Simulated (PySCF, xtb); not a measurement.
Ge(H)3(tBu) (C4H12Ge), SMILES C[C](C)(C)[GeH3].

Harmonic wavenumbers (cm⁻¹) from GFN2-xTB in xtb at its own minimum, in rising order: 101, 198, 198, 213, 259, 260, 286, 367, 367, 498, 499, 538, 775, 857, 858, 862, 963, 970, 970, 1032, 1032, 1203, 1230, 1230, 1407, 1407, 1427, 1489, 1489, 1492, 1506, 1506, 1507, 1950, 2051, 2052, 2993, 2993, 2996, 3000, 3001, 3001, 3008, 3008, 3010.

Question: What does PBE-D3(BJ)/def2-SVP in PySCF give at its own minimum? (An estimate is asked for; the answer gives what the named calculation found.)

Answer: 120, 203, 203, 240, 271, 279, 279, 358, 358, 533, 538, 538, 791, 818, 852, 852, 923, 928, 928, 997, 997, 1162, 1192, 1192, 1332, 1332, 1358, 1401, 1404, 1404, 1426, 1426, 1434, 2055, 2072, 2072, 2942, 2942, 2946, 3024, 3024, 3025, 3050, 3051, 3051. Paired by order, the mean absolute difference is 39 cm⁻¹ and the zero-point energies are 88.7 and 87.7 kcal/mol.
